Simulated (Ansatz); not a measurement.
Frontier orbitals of C$_{4}$H$_{6}$F$_{4}$ (`CC(F)(F)C(F)CF`).

```xyz
14

C     0.520   -1.439   -0.661
C     0.869   -0.351    0.312
F     0.623   -0.768    1.590
F     2.202   -0.097    0.243
C     0.139    0.977    0.128
F     0.425    1.454   -1.131
C    -1.353    0.864    0.301
F    -1.900    2.123    0.402
H    -0.524   -1.734   -0.545
H     1.157   -2.301   -0.467
H     0.684   -1.088   -1.679
H     0.544    1.684    0.860
H    -1.586    0.308    1.212
H    -1.801    0.368   -0.565
```

Total charge 0; spin multiplicity 1. All single points use the PBE0-D4/def2-TZVP geometry. It is one conformer, not always the lowest. Basis def2-TZVPP, Ansatz.

Orbital energies of one run (eV). Highest occupied ones, from the top: -9.56, -10.02, -10.27, -11.18, -11.46, -11.79, -11.92, -12.06, -12.56, -12.77, -13.49, -14.10, -14.48, -14.66. Empty: 1.17, 1.50, 1.85, 2.26, 2.54, 2.71.

Which functional gave them?
A. B97M-V
B. ωB97X-V
C. PBE0
D. revPBE

C. HOMO energies: PBE0 -9.56, revPBE -7.70, B97M-V -8.37, ωB97X-V -12.04 eV.
